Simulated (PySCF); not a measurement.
**Correlation energy of Ne⁺ (neon, charge +1)**

[He] 2s2 2p5, 2P determinant. Computed with PySCF 2.14 in cc-pVDZ-DK, with scalar relativity by spin-free X2C-1e. Frozen: 1s2; 7 electrons correlated.

MP2 pair energies summed by pair of shells (mhartree):

| pair | energy | share (%) |
| --- | --- | --- |
| 2p-2p | -86.57 | 64.6 |
| 2s-2p | -40.12 | 29.9 |
| 2s-2s | -7.29 | 5.4 |

Total MP2 correlation energy: -133.97 mhartree.

Same-spin part -33.66 and opposite-spin part -100.31 mhartree; SCS-MP2 scales them by 1/3 and 6/5 to -131.59 mhartree.

```tsv
level	correlation energy (mhartree)
CCSD	-144.24
(T)	-1.02
CCSD(T)	-145.26
```

Diagnostics: T1 = 0.0031, D1 = 0.0051, largest double amplitude 0.038.

Question: Is a single reference adequate?

Answer: Yes: T1 lies below 0.03 and no double amplitude reaches 0.07.
